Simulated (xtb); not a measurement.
C6H11O2, doublet, geometry from GFN2-xTB; GFN0-xTB (xtb).

The xtb input:
```
$ xtb mol.xyz --gfn 0 --uhf 1 --json

# file mol.xyz
19

C     -2.43892695     0.73525158    -1.20292531
C     -2.68613443    -0.47005965    -0.30645903
C     -1.41213080    -1.32036800    -0.13220164
C     -0.34023799    -0.58244925     0.56145168
O      0.80244250    -0.32971528    -0.10352844
C      1.77923886     0.41022206     0.47069981
C      2.96104545     0.54625189    -0.44912569
O      1.68008295     0.88713365     1.57830160
H     -3.34995736     1.31769669    -1.31784557
H     -2.10743846     0.41702231    -2.18898452
H     -1.67239038     1.37620481    -0.77351093
H     -3.02552388    -0.13496139     0.67498953
H     -3.46778046    -1.09740177    -0.73876555
H     -1.68083452    -2.21165249     0.44653091
H     -1.04558782    -1.63837641    -1.10936420
H     -0.44991665    -0.17053343     1.55160854
H      2.81166249    -0.04580252    -1.34643175
H      3.09022132     1.59376922    -0.71487885
H      3.86021744     0.22159643     0.06982802
```

Problem. Write the output that xtb gives for this input, abridged.

Solution. 
```
   ID    Z sym.   atoms
    1    6 C      1-4, 6, 7
    2    8 O      5, 8
    3    1 H      9-19

           -------------------------------------------------
          |                Calculation Setup                |
           -------------------------------------------------

           -------------------------------------------------
          |                 G F N 0 - x T B                 |
           -------------------------------------------------

          ...................................................
          :                      SETUP                      :
          :.................................................:
          :  # basis functions                  54          :
          :  # atomic orbitals                  54          :
          :  # shells                           38          :
          :  # electrons                        47          :
          :  electronic temp.          300.0000000     K    :
          :  accuracy                    1.0000000          :
          :  -> integral cutoff          0.2500000E+02      :
          :  -> integral neglect         0.1000000E-07      :
          ...................................................

         :::::::::::::::::::::::::::::::::::::::::::::::::::::
         ::                     SUMMARY                     ::
         :::::::::::::::::::::::::::::::::::::::::::::::::::::
         :: total energy             -25.300586145659 Eh    ::
         :: gradient norm              0.045626837340 Eh/a0 ::
         :: HOMO-LUMO gap              2.490218505928 eV    ::
         ::.................................................::
         :: H0 energy                -25.503778354598 Eh    ::
         :: repulsion energy           0.322880378258 Eh    ::
         :: electrostat energy        -0.076604475981 Eh    ::
         :: -> Gsolv                   0.000000000000 Eh    ::
         ::    -> Gsasa                0.000000000000 Eh    ::
         ::    -> Gshift               0.000000000000 Eh    ::
         :: dispersion energy         -0.005673342237 Eh    ::
         :: short-range corr.         -0.037410351102 Eh    ::
         :: add. restraining           0.000000000000 Eh    ::
         :: total charge               0.000000000000 e     ::
         :::::::::::::::::::::::::::::::::::::::::::::::::::::

           -------------------------------------------------
          |                Property Printout                |
[...]
    16   1 H        0.926     0.124     1.583     1.967
    17   1 H        0.925     0.166     1.291     1.777
    18   1 H        0.925     0.161     1.319     1.796
    19   1 H        0.925     0.166     1.287     1.774

 Mol. C6AA /au·bohr⁶  :       2971.854628
 Mol. C8AA /au·bohr⁸  :      66890.526159
 Mol. α(0) /au        :         81.362572

Wiberg/Mayer (AO) data.
largest (>0.10) Wiberg bond orders for each atom

 ---------------------------------------------------------------------------
     #   Z sym  total        # sym  WBO       # sym  WBO       # sym  WBO
 ---------------------------------------------------------------------------
     1   6 C    3.980 --     2 C    1.026     9 H    0.983    10 H    0.982
                            11 H    0.980
     2   6 C    3.987 --     1 C    1.026    13 H    0.979    12 H    0.978
                             3 C    0.975
     3   6 C    3.988 --     4 C    1.054     2 C    0.975    15 H    0.970
                            14 H    0.958
     4   6 C    3.546 --     5 O    1.299     3 C    1.054    16 H    0.968
     5   8 O    2.704 --     4 C    1.299     6 C    1.159     8 O    0.154
     6   6 C    3.887 --     8 O    1.640     5 O    1.159     7 C    0.984
     7   6 C    3.979 --     6 C    0.984    17 H    0.979    19 H    0.967
                            18 H    0.965
     8   8 O    1.961 --     6 C    1.640     5 O    0.154
     9   1 H    0.982 --     1 C    0.983
    10   1 H    0.980 --     1 C    0.982
    11   1 H    0.986 --     1 C    0.980
    12   1 H    0.983 --     2 C    0.978
    13   1 H    0.982 --     2 C    0.979
    14   1 H    0.990 --     3 C    0.958
    15   1 H    0.985 --     3 C    0.970
    16   1 H    0.999 --     4 C    0.968
    17   1 H    0.989 --     7 C    0.979
    18   1 H    0.987 --     7 C    0.965
    19   1 H    0.987 --     7 C    0.967
 ---------------------------------------------------------------------------

Topologies differ in total number of bonds
Writing topology from bond orders to xtbtopo.mol

 dipole moment from electron density (au)
     X       Y       Z
  -0.0554  -0.6276  -1.3711  total (Debye):    3.835

           -------------------------------------------------
          | TOTAL ENERGY              -25.300586145659 Eh   |
          | GRADIENT NORM               0.045626837340 Eh/α |
          | HOMO-LUMO GAP               2.490218505928 eV   |
           -------------------------------------------------

normal termination of xtb
```
